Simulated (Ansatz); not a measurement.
C2H5BSe (`CB1C[Se]1`) at its PBE0-D4/def2-TZVP geometry, where that method's forces vanish. Charge 0, multiplicity 1.

| atom | x (Å) | y (Å) | z (Å) |
| --- | --- | --- | --- |
| C1 | 0.9643 | 1.0218 | -0.2227 |
| B2 | -0.2791 | 0.1186 | -0.0912 |
| C3 | -0.7987 | -1.2536 | 0.3361 |
| Se4 | -2.1550 | 0.0610 | -0.3793 |
| H5 | 0.7546 | 2.0094 | -0.6325 |
| H6 | 1.4364 | 1.1406 | 0.7591 |
| H7 | 1.7119 | 0.5289 | -0.8542 |
| H8 | -0.9560 | -1.4992 | 1.3826 |
| H9 | -0.6784 | -2.1275 | -0.2980 |

For each bond, give half the difference of the two atoms' forces along it (eV/Å; positive pushes the atoms apart) under PBE-D4, r2SCAN-D4, B3LYP-D4, ωB97M-V in def2-TZVPP. (An estimate is asked.)

Ansatz gave: 
```
  bond  length (Å)  PBE-D4  r2SCAN-D4  B3LYP-D4  ωB97M-V
 C1–B2       1.542   -0.15      -0.03      0.02     0.10
 C1–H5       1.090    0.12      -0.01     -0.02    -0.07
 C1–H6       1.096    0.14       0.00     -0.03    -0.07
 C1–H7       1.096    0.14       0.00     -0.03    -0.07
 B2–C3       1.528    0.09       0.04      0.05     0.03
B2–Se4       1.899    0.28       0.14      0.24     0.00
C3–Se4       2.020    0.32       0.23      0.41     0.04
 C3–H8       1.086    0.09      -0.04     -0.11    -0.09
 C3–H9       1.086    0.09      -0.04     -0.11    -0.09
```

B3LYP here is the variant with VWN-RPA as its local correlation; programs differ in this.
